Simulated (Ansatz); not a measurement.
Ansatz results at the PBE0-D4/def2-TZVP geometry: HOMO energy (B3LYP/def2-TZVPP) -6.98 eV; LUMO energy (PBE/def2-TZVPP) -2.91 eV; HOMO energy (PBE0/def2-TZVPP) -7.22 eV.

Each molecule was computed in one conformer, which needn't be the lowest.

Q: Which molecule gave them?
A. `C[S][Zr]([F])([F])[F]`
B. `[NH2][Zr]([NH2])([NH2])[NH2]`
C. `C[S][Zr]([Cl])([S]C)[S]C`
D. `C[N](C)[Zr]([F])([SH])[Cl]`

A: C. The others give `C[N](C)[Zr]([F])([SH])[Cl]`: -7.19, -2.33, -7.40; `[NH2][Zr]([NH2])([NH2])[NH2]`: -6.50, -0.79, -6.72; `C[S][Zr]([F])([F])[F]`: -7.41, -2.49, -7.64.

B3LYP here is the variant with VWN-RPA as its local correlation; programs differ in this.
